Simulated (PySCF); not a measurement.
These 2 structures share the formula C7H15As. Level of theory: PBE0-D3(BJ)/def2-SVP geometry optimisation, gas phase in PySCF 2.14.0. Energies are electronic, without zero-point or thermal terms, for one conformer each. No frequencies were run at this level. Point groups hold within 0.08 Å.

Question: Rank from lowest to highest electronic energy at this level (kJ/mol).
A. `[CH2:1]=[C:2]([CH3:3])[C@H:4]([AsH2:5])[CH2:6][CH2:7][CH3:8]` with C1–C2–C4–As5 -110°, C2–C4–As5–H 152° and 59°, C2–C4–C6–C7 -172°, C4–C6–C7–C8 176°
B. `[CH3:1][CH2:2][CH:3]1[CH2:4][CH2:5][AsH:6][CH2:7][CH2:8]1` with C1–C2–C3–C4 -169°, C2–C3–C4–C5 173°, C3–C4–C5–As6 65°, C4–C5–As6–C7 -57°, C5–As6–C7–C8 57°

Answer: B (0.0), A (100.1).

As drawn, the higher has a C=C bond outside aromatic rings, which the lower lacks.

```json
{"SMILES": "CCC1CC[AsH]CC1", "E (Eh)": "-2510.59928", "E rel (kJ/mol)": "0.0", "dipole (D)": "1.32", "point group": "C1", "A, B, C (MHz)": "3283, 718.6, 626.3"}
{"SMILES": "C=C(C)[C@H]([AsH2])CCC", "E (Eh)": "-2510.56115", "E rel (kJ/mol)": "100.1", "dipole (D)": "0.89", "point group": "C1", "A, B, C (MHz)": "1386, 950.4, 659.2"}
```
